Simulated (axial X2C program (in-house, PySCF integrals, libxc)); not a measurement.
## Nuclear properties of MoCl⁺

Computed with an axial X2C code built on PySCF integrals: two-component X2C with atomic mean-field Coulomb and Gaunt terms, Gaussian nuclei, basis Mo dyall-cv3z, Cl dyall-av3z with contracted cores.

R = 2.220 Å (near the PBE0 minimum at charge 1 of the determinant lowest at the starting distance; the state shown can have its own minimum elsewhere).

Determinant lowest in the PBE0 search, Ω = 2 (⟨Sz⟩ = 2.00, ⟨Lz⟩ = 0.00 at PBE0), spin on the atoms Mo 1.95, Cl 0.04:

| level | Eeff magnitude (GV/cm) | Ws magnitude Mo (kHz) | Ws magnitude Cl (kHz) | A∥/gI Mo (MHz) | qzz Mo (a.u.) | A∥/gI Cl (MHz) | qzz Cl (a.u.) |
| --- | --- | --- | --- | --- | --- | --- | --- |
| PBE0 | 0.315 | 0.00478 | 0.00349 | -439 | 0.55 | -24.3 | 1.75 |
| HF | 0.886 | 0.131 | 0.00797 | -634 | 0.83 | -19.8 | 1.38 |
| PBE50 | 0.43 | 0.0315 | 0.00452 | -490 | 0.69 | -21.1 | 1.71 |
| BP86 | 0.186 | 0.0275 | 0.00222 | -359 | 0.38 | -28 | 1.72 |
| TPSSh | 0.272 | 0.0104 | 0.0023 | -450 | 0.49 | -22.7 | 1.68 |

Eeff is the effective electric field on the electron electric dipole moment in this Ω state and Ws the scalar–pseudoscalar constant of the nucleus named (defined with the proton number Z and per Ω); A∥ (defined per Ω) follows by multiplying with gI = μI/(I μN); qzz is the electric field gradient, eQq0 = 234.96 MHz × Q/barn × qzz. The operators were transformed with the bare-nucleus X2C matrices; with these basis sets, hyperfine constants and field gradients can be off by tens of per cent, and where levels differ in sign neither size nor sign is settled.

Question: With gI(95Mo) = -0.3657, gI(35Cl) = 0.5479, Q(35Cl) = -0.08112 barn (g factors from the IAEA table of nuclear moments by Stone; Q from Pyykkö, Mol. Phys. 2018), turn the PBE0 values of the first state into constants in MHz.

Answer: A∥(95Mo) = -439 × -0.3657 = 161 MHz; A∥(35Cl) = -24.3 × 0.5479 = -13.3 MHz; eQq0(35Cl) = 234.96 × (-0.08112) × (1.75) = -33.4 MHz.

Each state is one determinant with collinear spin, which with several unpaired electrons need not be a pure state. Unrestricted Hartree–Fock can overshoot spin polarisation at the nuclei. This is the top spin component of a Σ state; components of lower Ω are not single determinants and can lie lower. With several open shells hyperfine constants can be off by a factor of several. Where Eeff spreads by more than a factor of two the levels disagree and none is to be relied on. Open-shell Ω = 0 determinants with evenly filled partner blocks cannot be reached by this program, so the Ω shown need not be the lowest component. At BP86 a later determinant lies lower. States lie within half an eV, so the first need not be the ground state. The sign of Ws at Mo differs between levels in the first state. Further determinants of the search, some of them spin-mixed, are not shown. Where a field gradient or hyperfine factor spreads by more than a factor of two over the levels, a constant derived from it is not to be relied on.
